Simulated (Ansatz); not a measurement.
System: ethynyl(prop-2-ynyl)silane, C$_{5}$H$_{6}$Si (charge 0, singlet). 
Coordinates optimised at B3LYP-D3(BJ)/def2-TZVP (Ansatz, a program for electronic structure):
SMILES: C#CC[SiH2]C#C
```xyz
12

C      3.0579     1.1372     0.2799
C      1.8598     1.1296     0.1985
C      0.4170     1.0429     0.0955
Si    -0.1361    -0.7620    -0.0584
C     -1.9588    -0.8082    -0.1844
C     -3.1620    -0.8129    -0.2660
H      4.1169     1.1632     0.3531
H     -0.0644     1.4813     0.9741
H      0.0539     1.5943    -0.7763
H      0.2882    -1.5182     1.1371
H      0.4509    -1.3626    -1.2731
H     -4.2235    -0.8222    -0.3383
```
Charge 0, spin multiplicity 1.

Total electronic energies in hartree. Valence correlation only, unless marked. No spin-orbit coupling. Non-relativistic. CBS(X,Y): correlation extrapolated as X^-3; Hartree-Fock from the larger set. The bracket is a focal-point correction in the basis named.

```
level                                                                             program  energy (Eh)
-------------------------------------------------------------------------  --------------  -----------
HF/STO-3G                                                                          Ansatz   -475.97213
HF/aug-cc-pV(D+d)Z                                                                 Ansatz   -481.67774
PBE-D4/def2-TZVPD                                                          Ansatz + dftd4   -483.18146
BLYP-D4/def2-TZVPD                                                         Ansatz + dftd4   -483.52812
B3LYP/def2-TZVPD                                                                   Ansatz   -483.61843
PBE0-D4/def2-TZVPD                                                         Ansatz + dftd4   -483.22603
BHLYP/def2-TZVPD                                                                   Ansatz   -483.46869
r2SCANh/def2-TZVPD                                                                 Ansatz   -483.42647
B2GP-PLYP/def2-TZVPD                                                               Ansatz   -483.21110
MP2/cc-pV(D+d)Z                                                                    Ansatz   -482.40276
SCS-MP2/STO-3G                                                                     Ansatz   -476.36634
CCSD(T)/6-31G*                                                                     Ansatz   -482.40876
CCSD(T)/aug-cc-pV(T+d)Z                                                            Ansatz   -482.73031
RI-MP2/CBS(aug-cc-pV(T+d)Z,aug-cc-pV(Q+d)Z)+[CCSD(T)-MP2]/aug-cc-pV(T+d)Z          Ansatz    -482.8307
CCSD(T)/CBS(aug-cc-pV(T+d)Z,aug-cc-pV(Q+d)Z)                                       Ansatz    -482.8167
```

Totals of different functionals don't rank their quality; only differences between species are comparable.
